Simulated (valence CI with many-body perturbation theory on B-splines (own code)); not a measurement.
Run record, Cd⁴³⁺

Computed by relativistic CI+MBPT: three valence electrons over a frozen Dirac-Fock core [He], radial functions for each j: 11 s, 11 p, 9 d, 7 f, 5 g, 2 h, 1 i, with the one-electron correlation potential Σ1 (screened to all orders), the two-electron term Σ2, the three-electron term Σ3, Breit, model QED; selected single and double excitations, second order for the rest (own B-spline code, finite nucleus).

Command, and the settings that its task file holds:

```sh
python run_cv.py task.json out
```

```
atom Cd  Z=48  mass_number=114  rms_radius_fm=4.6087
core [He]
valence 2s2 2p1
avg = 1
basis = L
breit = 1
cap = 40000
capref = 1200
cscale = 1
de = 0.0
dress = 0
eps = 2e-08
h = 0.27
hh = 1
l2 = 3
lcore = 6
maxit = 60
n2 = 5
natural = 1
nlev = 60
nno = [7, 7, 6, 5, 4, 2, 1]
nroot = 26
nsp = [4, 4, 3, 2, 1, 0, 0]
pt2 = 1
qed = 1
rpa = 1
s1 = 1
s2 = 1
s3 = 1
screen = 1
tol = 2e-05
```

It took 75 s on 1 thread of Intel(R) Xeon(R) 6975P-C (Granite Rapids) (shared host).

Log. The first blocks belong to the next ion, which gives the ionisation energy. Fields: 2J, parity (1 odd), roots, reference size, generating configurations, candidates as configurations/state functions, variational space P, stored matrix elements, Davidson steps; e2 is the range of second-order energies in hartree. The first line gives the box (bohr), its intervals, the orbitals and the steps of their self-consistent field. Window is the range of levels sought, series limit the energy at which the first omitted orbital would enter, core excitation an estimate of the first excitation out of the core, left out the lowest levels not solved, and shifts from estimates the range by which levels moved from their first estimate, all in cm⁻¹.

```
rmax 1.9 intervals 56 orbitals 81 references ['2s2 2p', '2s 2p2', '2p3'] scf 2 t 0.3
2J=0 par=0 roots 2 ref 18 generators 3 cand 364/364 P 357/357 nnz 0 it 0
2J=0 par=0 roots 2 ref 18 generators 3 cand 25/25 P 369/369 nnz 0 it 0
   second order: generators 5 cand 13/13 e2 -0.00000 -0.00000
2J=0 par=1 roots 2 ref 16 generators 4 cand 314/314 P 298/298 nnz 0 it 0
2J=0 par=1 roots 2 ref 16 generators 5 cand 32/32 P 316/316 nnz 0 it 0
   second order: generators 8 cand 14/14 e2 -0.00000 -0.00000
2J=2 par=1 roots 2 ref 41 generators 2 cand 828/828 P 758/758 nnz 0 it 0
2J=2 par=1 roots 2 ref 41 generators 2 cand 111/111 P 820/820 nnz 0 it 0
   second order: generators 5 cand 49/49 e2 -0.00000 -0.00000
reference levels 513, estimated 391, window 35873729 1/cm; series limit 48507708, core excitation 189337507
2J=1 par=1 roots 15 ref 48 generators 13 cand 6199/9286 P 5419/8000 nnz 6e+06 it 7
2J=1 par=1 roots 15 ref 48 generators 13 cand 2807/4203 P 6348/9476 nnz 8.2e+06 it 5
   second order: generators 25 cand 6357/9748 e2 -0.00001 -0.00000
2J=1 par=0 roots 16 ref 50 generators 15 cand 6128/9181 P 5354/8000 nnz 6e+06 it 5
2J=1 par=0 roots 16 ref 50 generators 15 cand 2895/4241 P 6451/9736 nnz 8.7e+06 it 4
   second order: generators 26 cand 5757/8520 e2 -0.00001 -0.00000
2J=3 par=1 roots 21 ref 72 generators 16 cand 8415/16987 P 4021/8000 nnz 6.6e+06 it 5
2J=3 par=1 roots 21 ref 72 generators 16 cand 6252/12699 P 7462/15515 nnz 2.3e+07 it 7
   second order: generators 27 cand 7076/14413 e2 -0.00001 -0.00000
2J=3 par=0 roots 19 ref 70 generators 14 cand 8446/17000 P 3992/7999 nnz 6.6e+06 it 6
2J=3 par=0 roots 19 ref 70 generators 14 cand 6269/12711 P 7404/15391 nnz 2.2e+07 it 8
   second order: generators 23 cand 8430/18546 e2 -0.00002 -0.00000
2J=5 par=0 roots 14 ref 66 generators 13 cand 9358/20945 P 3689/7999 nnz 6.9e+06 it 7
2J=5 par=0 roots 14 ref 66 generators 13 cand 7404/16652 P 7156/16478 nnz 2.6e+07 it 9
   second order: generators 19 cand 6543/16625 e2 -0.00001 -0.00000
2J=5 par=1 roots 13 ref 62 generators 10 cand 9406/21128 P 3694/7997 nnz 6.8e+06 it 5
2J=5 par=1 roots 13 ref 62 generators 10 cand 7392/16693 P 7077/16338 nnz 2.6e+07 it 7
   second order: generators 17 cand 7779/19536 e2 -0.00002 -0.00000
2J=7 par=1 roots 6 ref 43 generators 5 cand 7268/18058 P 3426/8000 nnz 7.9e+06 it 5
2J=7 par=1 roots 6 ref 43 generators 5 cand 5038/12601 P 4951/12090 nnz 1.7e+07 it 5
   second order: generators 7 cand 4855/13267 e2 -0.00001 -0.00001
2J=7 par=0 roots 5 ref 41 generators 5 cand 7221/17952 P 3369/7999 nnz 8.1e+06 it 5
2J=7 par=0 roots 5 ref 41 generators 5 cand 5070/12493 P 4741/11735 nnz 1.7e+07 it 5
   second order: generators 11 cand 7707/22097 e2 -0.00002 -0.00001
2J=9 par=1 roots 2 ref 20 generators 2 cand 4639/12604 P 2339/5382 nnz 3.6e+06 it 4
2J=9 par=1 roots 2 ref 20 generators 2 cand 3473/9742 P 2993/7264 nnz 6.8e+06 it 4
   second order: generators 4 cand 6061/16551 e2 -0.00001 -0.00001
2J=9 par=0 roots 2 ref 23 generators 2 cand 3152/8145 P 2401/5695 nnz 5.3e+06 it 4
2J=9 par=0 roots 2 ref 23 generators 2 cand 2009/4969 P 2832/6807 nnz 7.7e+06 it 4
   second order: generators 4 cand 3811/10172 e2 -0.00001 -0.00001
left out: unestimated 50780930, estimated 38500334, shifts from estimates -20 to 77
operators 0.1
```

The Davidson iterations converged.

The last digits are not significant, and no measured levels were compared; by estimate large intervals hold to a few tenths of a per cent, small ones and those within an open d or f shell to about a per cent.

```
Valence energy                            : -813.5184 hartree
Ionisation energy                         : 7111.5 eV (NIST: 7109 ± 5 eV (semi-empirical))
Reference configurations for the orbitals : 2s2 2p, 2s 2p2, 2p3
Radial orbitals                           : 81
Box radius                                : 1.916 bohr
Largest variational space                 : 16478
Lowest levels                             : (2s^2 2p1/2) J=1/2 0.00, (2s 2p1/2^2) J=1/2 1101.1, (2s^2 2p3/2) J=3/2 1725.5, (2s 2p1/2 2p3/2) J=3/2 [a] 2499.3, (2s 2p1/2 2p3/2) J=5/2 2723.5, (2s 2p1/2 2p3/2) J=3/2 [b] 3078.6, (2s 2p1/2 2p3/2) J=1/2 3097.5, (2p1/2^2 2p3/2) J=3/2 4281.8, (2s 2p3/2^2) J=5/2 4373.4, (2s 2p3/2^2) J=1/2 4889.9, (2s 2p3/2^2) J=3/2 4899.0, (2p1/2 2p3/2^2) J=3/2 5792.4, (2p1/2 2p3/2^2) J=5/2 5936.0, (2p1/2 2p3/2^2) J=1/2 6206.8 × 10³ cm⁻¹
```

Levels are named by their leading jj configuration (3d3/2^4 stands for four electrons in 3d with j = 3/2), which in mixed levels can hold well under half, so a name can repeat and another be missing. Letters in brackets count levels of one name in rising energy.
